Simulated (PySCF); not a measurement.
Geometries of 2 isomers of C2H8N2OSi, from PBE0-D3(BJ)/def2-SVP geometry optimisation, gas phase (PySCF 2.14.0). One conformer each, no zero-point energy, no frequencies.

Question: Which isomer lies lower at this level?
A.
```xyz
14
angstrom
C      2.122   -0.337    0.476
C      0.964    0.623    0.508
O      1.128    1.827    0.470
Si    -0.846   -0.071    0.602
N     -1.720    1.377    0.339
N     -1.116   -1.317   -0.561
H      1.974   -1.069   -0.334
H      2.142   -0.916    1.415
H      3.070    0.202    0.350
H     -1.030   -0.771    1.917
H     -1.174    2.232    0.411
H     -2.709    1.510    0.500
H     -1.282   -1.094   -1.535
H     -1.532   -2.201   -0.298
```
B.
```xyz
14
angstrom
C     -1.577    0.834    0.690
N     -0.618    0.520   -0.349
Si    -0.081   -1.110   -0.653
C      1.130   -1.617    0.756
N      1.591   -0.579    1.499
O      1.455   -2.777    0.929
H     -1.357    0.238    1.591
H     -2.629    0.628    0.413
H     -1.510    1.893    0.988
H     -0.682    1.137   -1.152
H      0.649   -1.093   -1.954
H     -1.168   -2.136   -0.691
H      2.266   -0.745    2.237
H      1.309    0.365    1.266
```

Answer: A. That is `CC(=O)[SiH](N)N`, 12.9 kcal/mol below the other.

```json
{"SMILES": "CC(=O)[SiH](N)N", "atoms numbered as above": "[CH3:1][C:2](=[O:3])[SiH:4]([NH2:5])[NH2:6]", "E (Eh)": "-554.59297", "relative (kcal/mol)": "0.0", "relative (kJ/mol)": "0.0", "dipole (D)": "2.70"}
{"SMILES": "CN[SiH2]C(N)=O", "atoms numbered as above": "[CH3:1][NH:2][SiH2:3][C:4]([NH2:5])=[O:6]", "E (Eh)": "-554.57242", "relative (kcal/mol)": "12.9", "relative (kJ/mol)": "53.9", "dipole (D)": "4.58"}
```

As drawn, the higher has a C(=O)–N unit, which the lower lacks.
